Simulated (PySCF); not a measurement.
ClCuH2O, multiplicity 1. Atoms are numbered in the order given.

```xyz
5

Cu     0.2671     0.0224     0.0000
Cl    -1.8210    -0.0227     0.0000
O      2.2373     0.0514     0.0000
H      2.6562    -0.3380     0.7775
H      2.6562    -0.3380    -0.7775
```

Coordinates come from a B3LYP-D3(BJ)/def2-TZVP optimisation. The multiplicity is an assumed one; other spin states were not compared.

Level of theory: TDDFT-PBE/def2-SVPD (PySCF).

Vertical excitations.  State labels are in the subgroup Cs.

| state | symmetry | energy (eV) | λ (nm) | f | main pairs |
|---|---|---|---|---|---|
| S1 | A' | 2.85 | 435 | 0.001 | HOMO→LUMO 100 % |
| S2 | A" | 2.94 | 421 | 0.002 | HOMO−1→LUMO 100 % |
| S3 | A' | 3.30 | 375 | 0.001 | HOMO−4→LUMO 75 %, HOMO−2→LUMO 24 % |
| S4 | A" | 3.32 | 374 | 0.000 | HOMO−3→LUMO 100 % |
| S5 | A' | 3.44 | 360 | 0.021 | HOMO−2→LUMO 72 %, HOMO−4→LUMO 24 % |
| S6 | A' | 4.40 | 281 | 0.002 | HOMO−5→LUMO 100 % |
| S7 | A" | 4.45 | 279 | 0.001 | HOMO−6→LUMO 100 % |
| S8 | A" | 4.77 | 260 | 0.000 | HOMO→LUMO+1 100 % |
| S9 | A' | 4.91 | 253 | 0.004 | HOMO−1→LUMO+1 91 % |
| S10 | A' | 4.98 | 249 | 0.012 | HOMO→LUMO+2 95 % |
| T1 | A' | 2.72 | 456 | 0 | HOMO→LUMO 100 % |
| T2 | A" | 2.81 | 442 | 0 | HOMO−1→LUMO 100 % |
| T3 | A' | 2.91 | 427 | 0 | HOMO−2→LUMO 97 % |
| T4 | A" | 3.14 | 395 | 0 | HOMO−3→LUMO 100 % |
Triplets are in the Tamm–Dancoff approximation, which puts them higher than full response would, so one can lie above its singlet here.
